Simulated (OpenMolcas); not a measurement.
Cr I.

```
Program             : OpenMolcas 26.06
Basis               : ANO-RCC-VTZP [6s5p3d2f1g]
Scalar Hamiltonian  : DKH2, point nucleus
Active space        : 6 electrons in 6 orbitals (3d 4s)
State averaging     : 2S+1 = 7 even, 1 root; 2S+1 = 5 even, 23 roots; 2S+1 = 3 even, 9 roots
Spin-orbit coupling : RASSI with atomic mean-field integrals over the reference wave functions, term energies averaged over their components
```

Two sets of levels on these reference wave functions, in cm⁻¹ above 3d⁵ 4s ⁷S₃: one from CASSCF and one from MS-CASPT2, IPEA 0.25 Eh, imaginary shift 0.1 Eh (closed shells correlated: 3s 3p).

| Level | Set 1 | Set 2 |
| --- | --- | --- |
| 3d⁵ 4s ⁷S₃ | 0.0 | 0.0 |
| 3d⁵ 4s ⁵S₂ | 7680 | 11850 |
| 3d⁴ 4s² ⁵D₀ | 7530 | 20830 |
| 3d⁴ 4s² ⁵D₁ | 7580 | 20880 |
| 3d⁴ 4s² ⁵D₂ | 7690 | 20980 |
| 3d⁴ 4s² ⁵D₃ | 7840 | 21130 |
| 3d⁴ 4s² ⁵D₄ | 8050 | 21340 |
| 3d⁵ 4s ⁵G₄ | 24090 | 27860 |
| 3d⁵ 4s ⁵G₅ | 24090 | 27860 |
| 3d⁵ 4s ⁵G₃ | 24090 | 27860 |
| 3d⁵ 4s ⁵G₂ | 24090 | 27860 |
| 3d⁵ 4s ⁵G₆ | 24090 | 27860 |

**Question.** Which set is which?

**Answer.** Set 1 is MS-CASPT2. Its levels of the other terms of 3d⁵ 4s lie at 0.65 to 0.86 of the other set's values, as expected, since terms of lower spin or lower L gain more correlation energy than the Hund ground term. Against 11 measured levels (NIST Handbook of Basic Atomic Spectroscopic Data) the mean absolute deviation is 1700 cm-1 with it and 9700 cm-1 without; single levels miss by up to 3600 cm-1 with it.

Term energies are means over components that CASPT2 splits; among the terms shown or strongly mixed into the levels shown the widest spread is 690 cm-1 (3d⁵ 4s ⁵G, MS-CASPT2). Over all roots computed the reference weight is 0.85 to 0.91 in MS-CASPT2; the roots of lowest weight are the least certain, and an intruder state may touch them. A single d shell beside an s shell can misplace configurations of different d count against each other. Without dynamic correlation excited terms often stand tens of per cent too high (terms of higher spin than the ground term too low), and those without a measured partner can miss by more than the paired ones (holds for CASSCF). Some terms miss by over 15 % even with CASPT2, which points to a basis or an active space too small for the shells correlated (holds for MS-CASPT2). Computed and measured levels are paired by configuration, term and J; levels that our copy of the source lacks, or whose pairing is in doubt (as where it misses far off the trend of its configuration), stay unpaired and out of the deviations. Levels of configurations outside the active space are missing. Levels that lie high or do not pair safely by name in every column are left out.
